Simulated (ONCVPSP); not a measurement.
## Mn, ONCV: configuration errors across variants

manganese, optimised norm-conserving Vanderbilt (ONCV), made with ONCVPSP 4.0.1 (PBE, scalar-relativistic). Core [Ar], reference 3d5 4s1 (charge +1). Waves: 4s: rc 2.00 bohr, ncon 5, nbas 9, qcut 4.1 1/bohr, 2 projectors, debl 1.1 Ha; p scattering state at 0.22 Ha: rc 1.90 bohr, ncon 3, nbas 6, qcut 5.2 1/bohr, 2 projectors, debl 3 Ha; 3d: rc 1.00 bohr, ncon 4, nbas 8, qcut 9.7 1/bohr, 2 projectors, debl 1.9 Ha. Local part: polynomial inside 0.85 bohr (lpopt 4, dvloc0 3 Ha). Core correction: none.

All-electron excitation energies from the reference (eV): (1) 3d5 4s2 -8.416; (2) 3d5 4s0 15.599; (3) 3d4 4s0 48.118; (4) 3d5 4s0 4p1 4.740.

2 further variants failed, have other tests or too few solved ones, and are left out.

A true bound ghost makes a file unfit for plane-wave use even where its test errors are small: the radial tests pick states by their node count and pass the ghost by.

Errors AE − PS in meV (a dash: test not solved or not reliable):

| change | (1) | (2) | (3) | (4) | bound ghosts | GHOST(+) flags above zero |
| --- | --- | --- | --- | --- | --- | --- |
| base | +14 | +67 | +107 | -89 | s, p | s, p |
| p: rc 2.02 | +14 | +67 | +107 | – | s | s, p |
| local potential polynomial inside 0.65 bohr (lpopt 5, dvloc0 0 Ha) | +14 | +67 | +107 | -107 | s, p | s, p |
| d: nproj 3 | +14 | +67 | +107 | -89 | s, p | s, p, d |

Problem. Give the same row for: p: rc 2.78.

Solution. +14, +67, +107, +19; bound ghosts: s; GHOST(+) flags above zero: s, p.
